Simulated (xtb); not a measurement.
xtb input (GFN1-xTB):

```bash
xtb mol.xyz --gfn 1 --sp --chrg 0 --uhf 0
```
mol.xyz:
```
11

Si    -0.07353083     0.18974016    -0.29307689
Cl     0.36763708    -0.91520252     1.42242303
N      1.06824033    -0.39185610    -1.42271034
N     -0.08811938     1.79722276     0.28463773
N     -1.58991074    -0.03881778    -1.02705101
H      1.96967748    -0.72434879    -1.12339264
H      1.08287216    -0.04528803    -2.36855350
H     -0.29675860     2.56646028    -0.33154902
H      0.49132681     2.07428398     1.05937033
H     -1.77787628    -0.87628188    -1.55392633
H     -2.42111179     0.34141297    -0.60419858
```

End of the output:

```
         :::::::::::::::::::::::::::::::::::::::::::::::::::::
         ::                     SUMMARY                     ::
         :::::::::::::::::::::::::::::::::::::::::::::::::::::
         :: total energy             -19.130011167562 Eh    ::
         :: gradient norm              0.035685319150 Eh/a0 ::
         :: HOMO-LUMO gap              7.209622886896 eV    ::
         ::.................................................::
         :: SCC energy               -19.301586615042 Eh    ::
         :: -> electrostatic           0.056850080115 Eh    ::
         :: repulsion energy           0.175863998653 Eh    ::
         :: dispersion energy         -0.004288551174 Eh    ::
         :: halogen bond corr.         0.000000000000 Eh    ::
         :: add. restraining           0.000000000000 Eh    ::
         :: total charge              -0.000000000000 e     ::
         :::::::::::::::::::::::::::::::::::::::::::::::::::::

           -------------------------------------------------
          |                Property Printout                |
           -------------------------------------------------

    * Orbital Energies and Occupations

         #    Occupation            Energy/Eh            Energy/eV
      -------------------------------------------------------------
         1        2.0000           -0.8752114             -23.8157
       ...           ...                  ...                  ...
         4        2.0000           -0.7188505             -19.5609
         5        2.0000           -0.5557269             -15.1221
         6        2.0000           -0.5361418             -14.5892
         7        2.0000           -0.5350585             -14.5597
         8        2.0000           -0.5269129             -14.3380
         9        2.0000           -0.4802977             -13.0696
        10        2.0000           -0.4711658             -12.8211
        11        2.0000           -0.4641640             -12.6305
        12        2.0000           -0.4490224             -12.2185
        13        2.0000           -0.4452384             -12.1156
        14        2.0000           -0.4197661             -11.4224
        15        2.0000           -0.3992269             -10.8635
        16        2.0000           -0.3841709             -10.4538 (HOMO)
Note: The following floating-point exceptions are signalling: IEEE_DENORMAL
normal termination of xtb
        17                         -0.1192221              -3.2442 (LUMO)
        18                         -0.1116889              -3.0392
        19                         -0.0983167              -2.6753
        20                         -0.0972160              -2.6454
        21                         -0.0611483              -1.6639
        22                         -0.0600638              -1.6344
        23                         -0.0476994              -1.2980
        24                         -0.0369204              -1.0047
        25                         -0.0178384              -0.4854
        26                         -0.0065188              -0.1774
        27                         -0.0034784              -0.0947
       ...                                ...                  ...
        42                          1.5209622              41.3875
      -------------------------------------------------------------
                  HL-Gap            0.2649488 Eh            7.2096 eV
             Fermi-level           -0.2516965 Eh           -6.8490 eV

  Mulliken/CM5 charges         n(s)   n(p)   n(d)
     1Si    0.45629  0.48607   0.932  1.498  1.114
     2Cl   -0.20285 -0.15859   1.900  5.313 -0.010
     3N    -0.49040 -0.90596   1.419  4.071  0.000
     4N    -0.49040 -0.90596   1.419  4.071  0.000
     5N    -0.48052 -0.89580   1.420  4.061  0.000
     6H     0.20167  0.39681   0.798  0.000  0.000
     7H     0.20033  0.39548   0.800  0.000  0.000
     8H     0.20033  0.39548   0.800  0.000  0.000
     9H     0.20167  0.39681   0.798  0.000  0.000
    10H     0.20194  0.39782   0.798  0.000  0.000
    11H     0.20194  0.39782   0.798  0.000  0.000

Wiberg/Mayer (AO) data.
largest (>0.10) Wiberg bond orders for each atom

 ---------------------------------------------------------------------------
     #   Z sym  total        # sym  WBO       # sym  WBO       # sym  WBO
 ---------------------------------------------------------------------------
     1  14 Si   5.177 --     5 N    1.289     4 N    1.260     3 N    1.260
                             2 Cl   1.194
     2  17 Cl   1.295 --     1 Si   1.194
     3   7 N    3.193 --     1 Si   1.260     7 H    0.923     6 H    0.920
     4   7 N    3.193 --     1 Si   1.260     8 H    0.923     9 H    0.920
     5   7 N    3.209 --     1 Si   1.289    10 H    0.921    11 H    0.921
     6   1 H    0.966 --     3 N    0.920
     7   1 H    0.963 --     3 N    0.923
     8   1 H    0.963 --     4 N    0.923
     9   1 H    0.966 --     4 N    0.920
    10   1 H    0.964 --     5 N    0.921
    11   1 H    0.964 --     5 N    0.921
 ---------------------------------------------------------------------------

Topologies differ in total number of bonds
Writing topology from bond orders to xtbtopo.mol

 dipole moment from electron density (au)
     X       Y       Z
   0.0534   0.8347  -1.0340  total (Debye):    3.380

           -------------------------------------------------
          | TOTAL ENERGY              -19.130011167562 Eh   |
          | GRADIENT NORM               0.035685319150 Eh/α |
          | HOMO-LUMO GAP               7.209622886896 eV   |
           -------------------------------------------------

------------------------------------------------------------------------
------------------------------------------------------------------------
 total:
 SCF:
```
